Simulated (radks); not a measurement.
Q: Neutral antimony, [Kr] 4d10 5s2 5p3. Method: non-relativistic Kohn-Sham, exchange-only B88, spin-polarised, spherical densities, point nucleus; computed with a radial shooting solver on a logarithmic mesh with Libxc functionals. Every spin shell is full or empty, so the densities are truly spherical. Functionals are evaluated on that one density, not self-consistently. Rank these orbital-free kinetic functionals by their error against the exact value of the orbitals, and give that value: Thomas-Fermi, TF + vW, TF + vW/9, TF + vW/5, LC94, APBEK, revAPBEK, Perdew 92, Thakkar, Pearson, LKT, PG1, DePristo-Kress, Ernzerhof.

A: Exact: 6313.48 hartree. From best to worst, with 100 (|E| - |E exact|)/|E exact| (equal figures are ties): LC94 +0.07, DePristo-Kress -0.09, APBEK +0.12, revAPBEK +0.30, Ernzerhof -0.40, Thakkar -0.57, Perdew 92 -0.66, TF + vW/9 -0.67, Pearson -0.91, TF + vW/5 +3.00, Thomas-Fermi -5.26, PG1 +14.95, LKT +19.04, TF + vW +36.02.
